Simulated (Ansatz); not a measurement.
Two isomers of C2H6BFS: A = `CB(S)CF`, B = `CBSCF`.

Calculated with Ansatz (gas phase, PBE0-D4/def2-TZVP geometries, no zero-point term in ΔE). CCSD(T)/CBS adds triple-zeta CCSD(T) − MP2 to the extrapolated MP2 energy (def2 sets, frozen cores). Functionals use def2-TZVPP. B3LYP here is the variant with VWN-RPA as its local correlation; programs differ in this. Each species was taken in one conformer, which may not be the lowest.

(1) Which isomer does CCSD(T)/CBS put lower? Give the gap. (Best estimate.)

(2) Give E(B) − E(A) in kJ/mol with CCSD/def2-TZVPP, HF/def2-TZVPP, B2PLYP, B3LYP-D4, CCSD(T)/def2-TZVPP, PBE-D4, r2SCAN-D4. (Estimate.)

Largest T1 diagnostic: 0.013.

## Answers

(1) Computed: A, by 40.6 kJ/mol.

(2) The calculation gave: CCSD/def2-TZVPP 43.6, HF/def2-TZVPP 41.8, B2PLYP 39.4, B3LYP-D4 40.8, CCSD(T)/def2-TZVPP 41.8, PBE-D4 38.0, r2SCAN-D4 41.4. None reverses the order clearly.
